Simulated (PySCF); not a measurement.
C3H7Si, SMILES [SiH]1CCC1 (connectivity only; charge and spin as stated), charge +1, multiplicity 1. Atoms are numbered in the order given.

```xyz
11

C      1.2994     0.0044     0.0000
C      0.3217    -0.0028     1.2313
Si    -1.0386     0.0008     0.0000
C      0.3217    -0.0028    -1.2313
H      1.9357     0.9008     0.0000
H      1.9512    -0.8807     0.0000
H      0.3822    -0.8897     1.8900
H      0.3813     0.8735     1.9038
H     -2.5298     0.0094     0.0000
H      0.3813     0.8735    -1.9038
H      0.3822    -0.8897    -1.8900
```
Charge +1, spin multiplicity 1.

Coordinates come from a r2SCAN-D4/def2-SVP optimisation. The geometry has at least one imaginary mode, so it is a saddle point at that level. The spin state was assumed, not searched. The isomer is the one that the SMILES or the coordinates give; other isomers of the formula were not compared.

Two levels are set side by side: PBE/pcSseg-1 (PySCF) and HF/pcSseg-1 (PySCF). GIAO shifts against TMS (²⁹Si), TMS (¹H), TMS (¹³C) at the same level; non-relativistic, no solvent, atoms listed together averaged. Differences are taken from unrounded values.

```csv
quantity,HF
δ(¹³C) of C1 (ppm),23.4
"δ(¹³C) of C2, C4 (ppm)",40.5
δ(²⁹Si) of Si3 (ppm),386.6
"δ(¹H) of H5, H6 (ppm)",3.83
"δ(¹H) of H7, H8, H10, H11 (ppm)",3.51
δ(¹H) of H9 (ppm),8.71
```

Task: What does PBE give, and how far is it from HF? (An estimate is asked for; the answer gives what the named calculation found.)

Result: 
| quantity | PBE | PBE minus HF |
|---|---|---|
| δ(¹³C) of C1 (ppm) | 32.5 | 9.1 |
| δ(¹³C) of C2, C4 (ppm) | 62.2 | 21.7 |
| δ(²⁹Si) of Si3 (ppm) | 455.7 | 69.1 |
| δ(¹H) of H5, H6 (ppm) | 4.03 | 0.21 |
| δ(¹H) of H7, H8, H10, H11 (ppm) | 4.16 | 0.65 |
| δ(¹H) of H9 (ppm) | 10.21 | 1.50 |

Rough cost on one machine, each run with all the roots and properties that it gave: HF against PBE within a factor of 2.
